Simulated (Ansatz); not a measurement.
`[O]B(Cl)Cl` radical, 4 atoms. Total charge 0; spin multiplicity 2. All runs use 2 threads of a server CPU on a shared host. Correlated methods freeze the cores. Open-shell runs search over several starts.

Task: How many basis functions does each run have, and how long does it take in Ansatz? UKS ωB97M-V/def2-SVP energy; UKS PBE0-D4/def2-QZVPP energy; UKS PBE0-D4/def2-SVP energy; UKS PBE-D4/def2-TZVPP energy and forces; UKS PBE0-D4/def2-TZVP relaxation (5 steps); UKS PBE0-D4/def2-TZVP frequencies; UKS BLYP-D4/def2-TZVPP energy; UHF-CCSD(T)/def2-SVP energy; UKS ωB97M-V/def2-TZVPP energy and forces; UKS ωB97M-V/def2-QZVPP energy; UHF-MP2/def2-QZVPP energy; UHF-CCSD(T)/def2-TZVPP energy. (Estimate.)

Result: Ansatz gave: Other jobs shared the machine, so times are rough.

| level | job | functions | wall time | peak host memory (GiB) |
| --- | --- | --- | --- | --- |
| UKS PBE0-D4/def2-SVP | energy | 64 | 2 s | 0.18 |
| UHF-CCSD(T)/def2-SVP | energy | 64 | 5.5 s | 0.24 |
| UKS ωB97M-V/def2-SVP | energy | 64 | 6.5 s | 0.28 |
| UKS BLYP-D4/def2-TZVPP | energy | 146 | 6.5 s | 0.26 |
| UKS PBE-D4/def2-TZVPP | energy and forces | 146 | 7.5 s | 0.33 |
| UKS PBE0-D4/def2-QZVPP | energy | 254 | 14 s | 0.8 |
| UHF-MP2/def2-QZVPP | energy | 254 | 29 s | 0.83 |
| UKS ωB97M-V/def2-TZVPP | energy and forces | 146 | 30 s | 0.73 |
| UKS PBE0-D4/def2-TZVP | relaxation (5 steps) | 136 | 30 s | 0.36 |
| UKS ωB97M-V/def2-QZVPP | energy | 254 | 44 s | 1.3 |
| UHF-CCSD(T)/def2-TZVPP | energy | 146 | 67 s | 2.1 |
| UKS PBE0-D4/def2-TZVP | frequencies | 136 | 71 s | 0.35 |
